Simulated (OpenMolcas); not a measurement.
# Levels of Ba by method

```
Program             : OpenMolcas 26.06
Basis               : ANO-RCC-VDZ [7s6p2d]
Scalar Hamiltonian  : X2C, point nucleus
Active space        : 2 electrons in 4 orbitals (6s 6p)
State averaging     : 2S+1 = 3 even, 3 roots (0 in the spin-orbit step); 2S+1 = 1 even, 1 root; 2S+1 = 3 odd, 3 roots; 2S+1 = 1 odd, 3 roots
Spin-orbit coupling : state interaction with AMFI integrals over the reference wave functions, term energies averaged over their components
```

Methods on the same reference wave functions:
A. CASSCF
B. SS-CASPT2, IPEA 0.25 Eh, imaginary shift 0.1 Eh (closed shells correlated: 5s 5p)

Energies in cm-1 above 6s2 1S0, the measured ground level; measured values from NIST Handbook of Basic Atomic Spectroscopic Data.

```csv
Level,A,B,Measured
6s2 1S0,0.0,0.0,0.0
6s 6p 3P* 0,10811,10828,12266
6s 6p 3P* 1,11090,11107,12637
6s 6p 3P* 2,11660,11677,13515
6s 6p 1P* 1,23965,23969,18060
```

Deviations, from unrounded energies. A percentage is the sum of absolute deviations over the sum of measured energies, with the sign that they share, or ± where signs differ.

```tsv
Against measurement	Levels	A	B
mean absolute deviation (cm-1)	4	2700	2700
other configurations (%)	4	±19.1	±19.0
```

A, B lie about equally close to measurement. The largest miss of B in the table is 6s 6p 1P* 1, by +5900 cm-1. The ranking rests on the paired levels alone, and a cruder setting can come out closer through cancelling errors.

The lowest spin-free term lies below A's lowest term by 0.007 hartree in B.

Some high roots are left out of the spin-orbit mixing, which shifts the levels that they would mix with. Computed and measured levels are paired by configuration, term and J; levels that our copy of the source lacks, or whose pairing is in doubt (as where it misses far off the trend of its configuration), stay unpaired and out of the deviations. Levels of configurations outside the active space are missing.

* marks odd parity.
